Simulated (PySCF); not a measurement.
Electronic structure of Se²⁺ (selenium, charge +2) at the UHF level

Configuration: [Ar] 3d10 4s2 4p2, high-spin 3P determinant. Computed with PySCF 2.14 in x2c-SVPall, with scalar relativity by spin-free X2C-1e.

```json
{
 "Total energy": "-2426.562074 hartree",
 "One-electron energy": "-3350.9943 hartree",
 "Hartree (Coulomb) energy": "1010.7708 hartree",
 "Exchange energy": "-86.3385 hartree",
 "⟨S²⟩": "2.0074",
 "⟨L²⟩": "2.021",
 "Sum of ⟨r⟩": "19.90 bohr",
 "Sum of ⟨r²⟩": "24.49 bohr²",
 "Traceless quadrupole moment −½Σ⟨3z² − r²⟩ along its main axis": "1.88 e·bohr²",
 "Langevin diamagnetic susceptibility": "-19.4 ×10⁻⁶ cm³/mol",
 "Time after the integrals": "0.11 s of wall time on 1 thread of Neoverse-V1 (shared host)"
}
```

```csv
shell,electrons,mean orbital energy (hartree),spread (hartree),"rms radius, mean of both spins (bohr)"
1s α,1,-468.85058,0,0.0508
1s β,1,-468.84121,0,0.0508
2s α,1,-63.16155,0,0.212
2s β,1,-63.15738,0,0.212
2p α,3,-55.49087,0.00321,0.189
2p β,3,-55.48136,0.00840,0.189
3s α,1,-10.05815,0,0.613
3s β,1,-10.04086,0,0.613
3p α,3,-7.56881,0.00259,0.636
3p β,3,-7.54554,0.02748,0.636
3d α,5,-3.43643,0.01511,0.695
3d β,5,-3.42441,0.02662,0.695
4s α,1,-1.68338,0,1.84
4s β,1,-1.46500,0,1.84
4p α,2,-1.15389,0,2.17
```

Densities and radii are taken from the X2C orbitals without a picture-change correction, which distorts them close to the nucleus.
